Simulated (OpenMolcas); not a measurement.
Computed levels of 3d² in ions with 20 electrons, in cm-1 above ³F₂.

```json
{
  "Program": "OpenMolcas 26.06",
  "Method": "SS-CASPT2, IPEA 0.25 Eh, imaginary shift 0.1 Eh",
  "Basis": "ANO-R2",
  "Scalar Hamiltonian": "X2C, finite nucleus",
  "Spin-orbit coupling": "RASSI with atomic mean-field integrals over the reference wave functions, term energies averaged over their components"
}
```

Active space for each ion: 2 electrons in 10 orbitals (3d 4d); closed shells correlated by CASPT2: 3s 3p.

```csv
Level,Ti2+,V3+,Mn5+
³F₃,190,319,746
³F₄,436,730,1685
¹D₂,8160,10900,15310
³P₀,10950,13810,18500
³P₁,11010,13920,18760
³P₂,11140,14150,19340
¹G₄,14620,18930,26320
¹S₀,32460,43490,60720
```

Q: Estimate ³F₄, ¹D₂, ³P₀ for Cr4+ from its neighbours V3+ and Mn5+.

A: ³F₄ is fine structure, which grows about as the fourth power of a screened charge, so the fourth roots are averaged: ((730^0.25 + 1685^0.25) / 2)^4 = 1134. The calculation gives 1176, so the estimate is off by -3.6 %; the measured value is 1142 (Sugar and Corliss, J. Phys. Chem. Ref. Data 6, 317 (1977)).
¹D₂ is another term, which grows about linearly with the charge: (10900 + 15310) / 2 = 13105. The calculation gives 13640, so the estimate is off by -3.9 %; the measured value is 13188 (Sugar and Corliss, J. Phys. Chem. Ref. Data 6, 317 (1977)).
³P₀ is another term, which grows about linearly with the charge: (13810 + 18500) / 2 = 16155. The calculation gives 16280, so the estimate is off by -0.8 %; the measured value is 15492 (Sugar and Corliss, J. Phys. Chem. Ref. Data 6, 317 (1977)).

CASPT2 does not keep the components of a term degenerate, so their means are used; among the terms shown or strongly mixed into the levels shown the widest spread is 950 cm-1 (3d² ³F, V3+). Active for correlation alone: 4d; no level in the range computed is led by a configuration that fills it, so any true level of that kind is missing. Measured partners are found by configuration, term and J. A level has none where our copy of the source lacks it or the pairing is in doubt (some pairs that miss far off the trend of their configuration count as doubtful), and it then counts in no deviation. Levels of configurations outside the active space are missing.
